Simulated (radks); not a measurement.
Initial-state core-level shifts of neutral magnesium when its valence configuration changes from [Ne] 3s2. Calculated with a radial shooting solver on a logarithmic mesh with Libxc functionals: non-relativistic Kohn-Sham, LDA (Slater exchange, Perdew-Wang correlation), spin-unpolarised, spherical densities, point nucleus. Shifts are changes of the shell-averaged eigenvalues in eV (positive: less bound); the change of the density at the nucleus, which sets a Mossbauer isomer shift, is in e/bohr^3, on a base of 1086.

[
 {"valence": "3s1 3p1", "1s": "-2.082", "2s": "-2.050", "2p": "-2.034", "density at nucleus": "-1.4311"},
 {"valence": "3p2", "1s": "-3.918", "2s": "-3.865", "2p": "-3.830", "density at nucleus": "-3.1749"},
 {"valence": "3s1.5 3p0.5", "1s": "-1.079", "2s": "-1.061", "2p": "-1.054", "density at nucleus": "-0.6733"},
 {"valence": "3s0.5 3p1.5", "1s": "-3.023", "2s": "-2.980", "2p": "-2.955", "density at nucleus": "-2.2681"}
]
